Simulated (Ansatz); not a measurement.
Basis-set extrapolation for CH3BFNS, SMILES `B/N=C(/F)S` (PBE0-D4/def2-TZVP geometry, frozen core, Ansatz 0.2.0). Multiplicity 1, RHF reference.

|  | def2-TZVPP | def2-QZVPP |
| --- | --- | --- |
| HF | -615.818941 | -615.839841 |
| MP2 correlation | -0.875392 | -0.945580 |
| CCSD(T) correlation | -0.945783 | not run |

Energies in hartree. Use E(X) = E(∞) + A·exp(−7.88·√X) for Hartree–Fock and E(X) = E(∞) + B·X^(−2.97) for correlation, with X = 3 and 4, and add CCSD(T) minus MP2 of the smaller set to the MP2 limit.

Q: What is the CCSD(T) energy at the basis-set limit?

A: HF limit: -615.839841 + (-0.020900) × 0.13774 = -615.84272. MP2 limit: -0.945580 + (-0.070188) × 0.74074 = -0.99757. Higher-order term: -0.945783 − (-0.875392) = -0.07039. Total: -616.91068 hartree, 383.2 kJ/mol below CCSD(T)/def2-TZVPP.
